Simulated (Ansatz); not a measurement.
ClHMoO₂S (`[O]=[Mo]([OH])(=[S])[Cl]`), one more setting.

```yaml
crystal:
  periodic: [false, false, false]
  atoms:
    - {symbol: O, position_ang: [-1.556480, -0.869076, 0.323851]}
    - {symbol: Mo, position_ang: [-0.367062, 0.013995, -0.058970]}
    - {symbol: O, position_ang: [1.002391, -0.488273, 0.826668]}
    - {symbol: S, position_ang: [-0.033487, -0.181925, -1.953486]}
    - {symbol: Cl, position_ang: [-0.823733, 1.991296, 0.336842]}
    - {symbol: H, position_ang: [1.817104, -0.524989, 0.482591]}
basis:
  gaussian: {orbitals: def2-TZVPPP, point_charges: [{charge: 1.00, position_ang: [6.445, 0.228, 0.676]}]}
hamiltonian: {xc: {name: r2SCAN50}}
output: {forces: true}
```

```sh
$ ansatz run in.yaml --threads 4 --pin off --events-out ev --progress --plain --max-ram 10444MiB
```

Shortened log:

```
Error: <dir> can't be read: No such file or directory (os error 2)
```
